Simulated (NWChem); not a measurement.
Species: C$_{3}$H$_{5}$Cl; SMILES ClC1CC1

```xyz
9

Cl    -0.0843     1.3939     0.0000
C      0.5477    -0.2496     0.0000
C     -0.1774    -1.3152    -0.7522
C     -0.1774    -1.3152     0.7522
H      1.6403    -0.2512     0.0000
H      0.4203    -2.0586    -1.2870
H     -1.1022    -1.0240    -1.2565
H      0.4203    -2.0586     1.2870
H     -1.1022    -1.0240     1.2565
```
Atoms are numbered in this order, from 1.

Results from NWChem. Medium grid unless said otherwise, to which SCAN and Minnesota functionals are sensitive. The geometry was optimised at PBE0/def2-SVP.

### Question
Order these by “orbital gap (eV)”, lowest first: BLYP/def2-SVP; M05-2X/def2-SVP; B3LYP/def2-SVP; Hartree-Fock/def2-SVP.

### Answer
BLYP/def2-SVP (6.41), B3LYP/def2-SVP (8.41), M05-2X/def2-SVP (11.53), Hartree-Fock/def2-SVP (15.69)
